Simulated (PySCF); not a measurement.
**Potential energy of PbCl along the bond**

Set-up: Pb def2-SVPD with ECP60, Cl def2-SVPD; scalar-relativistic core potentials (PySCF 2.14). Energies in eV from Pb + Cl in their ground configurations at the same level. State: ²Π (doublet), unpaired electrons π ↑.

```tsv
R (Å)	ωB97X
2.167	-2.867
2.268	-3.438
2.369	-3.742
2.444	-3.844
2.520	-3.868
2.596	-3.834
2.696	-3.722
2.822	-3.516
2.974	-3.216
3.175	-2.787
```

Put a parabola through the three lowest points of the ωB97X curve and estimate Re, k and ωe (reduced mass 29.94 u; 1 eV/Å² = 0.16022 mdyn/Å; ωe = 1302.8·√(k/μ) cm⁻¹).

Through R = 2.444, 2.52, 2.596 Å the second-order coefficient is 5.02 eV/Å², so Re ≈ 2.513 Å, k ≈ 1.61 mdyn/Å and ωe ≈ 302 cm⁻¹. A polynomial fit of higher order to the unrounded ωB97X energies gives Re = 2.509 Å, k = 1.71 mdyn/Å, ωe = 311 cm⁻¹; anharmonicity and rounding make the difference.

The higher-order fit for each curve: ωB97X: Re = 2.509 Å, ωe = 311 cm⁻¹, De = 3.87 eV.

These are scalar-relativistic numbers at best; spin–orbit coupling would shift them, the dissociation energy most. The state is the lowest determinant that a PBE0 search found; another state may lie lower at other levels.
